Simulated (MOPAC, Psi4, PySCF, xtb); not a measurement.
Two rigid molecules brought together: H4Ge ··· O2S (SMILES [GeH4] and O=S=O). Monomers: optimised at B3LYP-D3(BJ) (def2-TZVP), held rigid. Orientation: a random orientation, not optimised. The monomers approach along the line of their centres of mass (distance R); nothing else relaxes.

Geometry at R = 4.50 Å (first 5 atoms: monomer A):
```
8

Ge     0.0000     0.0000     0.0000
H     -0.8673    -0.6827    -1.0680
H      0.2348     1.4664    -0.3917
H      1.3502    -0.7248     0.1031
H     -0.7177    -0.0589     1.3566
O      2.2421    -3.2350     3.0802
S      1.4407    -2.3759     3.9104
O      0.4163    -1.5745     3.2957
```

- RMP2/3-21G = restricted MP2 (frozen core)/3-21G, no counterpoise correction in PySCF
- GFN1-xTB (xtb)
- PM7, restricted, heats of formation (MOPAC)
- SAPT0/jun-cc-pVDZ, frozen core (Psi4)

Interaction energies in kJ/mol; the last columns give the difference from SAPT0:

| R / Å | RMP2/3-21G | GFN1-xTB | PM7 | SAPT0/jun-cc-pVDZ | RMP2/3-21G − SAPT0/jun-cc-pVDZ | GFN1-xTB − SAPT0/jun-cc-pVDZ | PM7 − SAPT0/jun-cc-pVDZ |
|---|---|---|---|---|---|---|---|
| 3.93 | 6.50 | -27.77 | -1.70 | 16.89 | -10.39 | -44.66 | -18.59 |
| 4.12 | -2.57 | -30.57 | -3.50 | 7.31 | -9.88 | -37.88 | -10.81 |
| 4.28 | -6.01 | -29.73 | -3.78 | 3.04 | -9.05 | -32.77 | -6.82 |
| 4.50 | -7.21 | -26.35 | -3.44 | 0.21 | -7.42 | -26.56 | -3.65 |
| 4.68 | -6.61 | -22.89 | -2.99 | -0.73 | -5.88 | -22.16 | -2.26 |
| 4.91 | -5.10 | -18.45 | -2.49 | -1.11 | -3.99 | -17.34 | -1.38 |
| 5.17 | -3.37 | -13.98 | -2.08 | -1.07 | -2.30 | -12.91 | -1.01 |
| 5.49 | -1.80 | -9.58 | -1.70 | -0.84 | -0.96 | -8.75 | -0.86 |
| 5.99 | -0.60 | -4.98 | -1.16 | -0.50 | -0.10 | -4.48 | -0.66 |
| 6.69 | -0.16 | -1.83 | -0.53 | -0.24 | 0.08 | -1.59 | -0.29 |
| 7.67 | -0.06 | -0.45 | -0.10 | -0.10 | 0.04 | -0.35 | 0.00 |
| 9.00 | -0.02 | -0.10 | -0.04 | -0.04 | 0.02 | -0.06 | -0.01 |

RMP2/3-21G is furthest from SAPT0/jun-cc-pVDZ at 3.93 (-10.39 kJ/mol, below); its mean absolute difference over the points is 4.18 kJ/mol.

GFN1-xTB is furthest from SAPT0/jun-cc-pVDZ at 3.93 (-44.66 kJ/mol, below); its mean absolute difference over the points is 17.46 kJ/mol.

PM7 is furthest from SAPT0/jun-cc-pVDZ at 3.93 (-18.59 kJ/mol, below); its mean absolute difference over the points is 3.86 kJ/mol.
